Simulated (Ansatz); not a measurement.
The same path of C₂H₂Te (5 atoms, charge 0, multiplicity 1) was run twice with different band settings. Made: C2–H5.

Level of theory: UKS PBE0-D4/def2-mTZVP (Ansatz 0.2.0).

Relaxed end points:

```xyz
5
Properties=species:S:1:pos:R:3
C -0.737 -1.117 0.394
C 0.096 -0.302 0.086
Te 1.609 0.961 -0.401
H -1.486 -1.826 0.663
H 0.568 2.210 -0.784
```

```xyz
5
Properties=species:S:1:pos:R:3
C -0.656 -0.781 0.277
C 0.235 0.014 -0.027
Te 2.001 1.060 -0.449
H -1.448 -1.447 0.533
H -0.082 1.081 -0.376
```

Common settings: movable images 7; climbing image yes; spring 5.0 eV/Å²; optimiser quadratic models (default); force threshold 0.03 eV/Å; end points relaxed.

| run | start path | iteration limit |
| --- | --- | --- |
| 1 | through a guess of the saddle point | 50 |
| 2 | straight line | 60 |

Task: What does each run give, and how far can it be trusted?

Result: Run 1: converged after 13 iterations, highest image 1.413 eV above the first end. A vibrational analysis at the climbing image gives one clearly imaginary mode, 864i cm⁻¹: a first-order saddle point.
Run 2: converged after 8 iterations, highest image 1.413 eV above the first end. Another band between the same ends (7 images) ends at a top of the same energy, where a vibrational analysis finds 1 clearly imaginary mode.
